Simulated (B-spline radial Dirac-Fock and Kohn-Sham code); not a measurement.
**Cross section and asymmetry of the 4p1/2 subshell of Sb⁵⁺**

System: Sb⁵⁺, 1s2 2s2 2p6 3s2 3p6 3d10 4s2 4p6 4d10. The computed 4p1/2 threshold is 183.3 eV; without correlation, outer thresholds are uncertain by 1 to 2 eV.

Input file task.json (cfg lists n, l and occupation; rrms is the nuclear radius in fm):

```json
{"items": [{
  "Z": 51,
  "q": 5,
  "cfg": [[1, 0, 2], [2, 0, 2], [2, 1, 6], [3, 0, 2], [3, 1, 6], [3, 2, 10], [4, 0, 2], [4, 1, 6], [4, 2, 10]],
  "A": 121,
  "rrms": 4.6802,
  "do": ["binding", "quiet", "photo", "scan"],
  "hv": [40.81, 50.4, 60, 72.1, 100, 150, 1640.0, 5100.0, 12800.0, 17479.3, 30000, 35500.0, 40000, 65800.0, 100000, 146000.0]
}]}
```

Launch: `python xray_run.py task.json out`

Level of theory: Dirac-Hartree-Slater photoionisation with all multipoles and Dirac-Fock thresholds; an atomic code on a B-spline grid. Interchannel coupling and autoionising resonances are not included, so magnitudes near threshold are approximate.

```tsv
kinetic energy (eV)	σ (Mb)	β
1.5	0.126	-0.63
2.3	0.126	-0.60
3.7	0.125	-0.57
5.7	0.124	-0.53
9.0	0.123	-0.46
14.0	0.121	-0.37
21.9	0.119	-0.24
34.2	0.117	-0.04
53.5	0.112	0.23
83.7	0.109	0.57
130.9	0.0994	0.91
204.6	0.0849	1.20
319.9	0.0667	1.42
```

The cross section shows no minimum in this range. It is largest at the lowest energy, 0.126 Mb. β ranges from -0.63 (at 1.5 eV) to 1.51.
